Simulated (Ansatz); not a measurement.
Z-matrix (Å, degrees):
```
Si
Br 1 2.221
Se 1 2.263 2 113.4
H 1 1.479 2 108.3 3 -116.8
H 1 1.479 2 106.5 3 122.6
H 3 1.469 1 92.5 2 70.5
```

Charge 0, multiplicity 1.

Problem. List the CAM-B3LYP/def2-TZVPP orbital energies in eV (Ansatz 0.2.0). (Best estimate.)

Solution. Computed: Occupied: -13140.96, -12353.11, -1802.66, -1702.46, -1582.30, -1534.21, -1534.15, -1534.15, -1420.52, -1420.49, -1420.44, -238.55, -214.90, -179.46, -179.27, -179.27, -159.02, -158.93, -158.76, -147.10, -102.47, -102.42, -102.37, -73.80, -73.74, -73.74, -73.59, -73.59, -59.85, -59.82, -59.68, -59.60, -59.58, -23.62, -21.82, -16.66, -13.09, -12.06, -11.91, -11.09, -9.88, -9.76, -8.70. Lowest empty: 0.46, 0.81, 1.17, 2.12, 2.43, 4.41, 4.66, 5.02.
